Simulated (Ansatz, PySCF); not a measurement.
This Ansatz (a program for electronic structure) input computes a B3LYP/def2-TZVPD energy:

Ansatz 0.2 input:
```yaml
crystal:
  periodic: [false, false, false]
  atoms:
    - {symbol: N, position_ang: [-1.15644893, 0.10559007, 0.10949204]}
    - {symbol: C, position_ang: [0.14327585, 0.27480002, -0.02643780]}
    - {symbol: O, position_ang: [1.03921952, -0.59683604, -0.07594837]}
    - {symbol: H, position_ang: [-1.57929984, 1.03526068, 0.10968394]}
    - {symbol: H, position_ang: [0.50103112, 1.35149704, -0.10991451]}
basis:
  gaussian:
    orbitals: def2-TZVPD
hamiltonian:
  xc: {name: B3LYP}
total_charge: -1
output: {forces: true}
```

Question: Write an input for the same energy in PySCF and say what it gives.

Answer: 
```python
from pyscf import gto, scf, dft

mol = gto.M(
    atom='''
    N    -1.15644893    0.10559007    0.10949204
    C     0.14327585    0.27480002   -0.02643780
    O     1.03921952   -0.59683604   -0.07594837
    H    -1.57929984    1.03526068    0.10968394
    H     0.50103112    1.35149704   -0.10991451
    ''',
    basis='def2-tzvpd',
    charge=-1,
    spin=0,
    verbose=4,
)

mf = dft.RKS(mol, xc='b3lyp').density_fit(auxbasis='def2-universal-jkfit')
mf.grids.level = 3
mf.conv_tol = 1e-9
mf.max_cycle = 100
mf.max_memory = 1500
mf.kernel()
if not mf.converged:
    mf = mf.newton()
    mf.kernel(mf.make_rdm1())
mf.analyze()
```
It gives -169.38304 Eh, and Ansatz -169.38302 Eh, a difference of 0.02 mEh, from the treatment of integrals and grids.

It need not be the lowest isomer of its formula. Whether it binds its extra electron was not tested at this geometry.
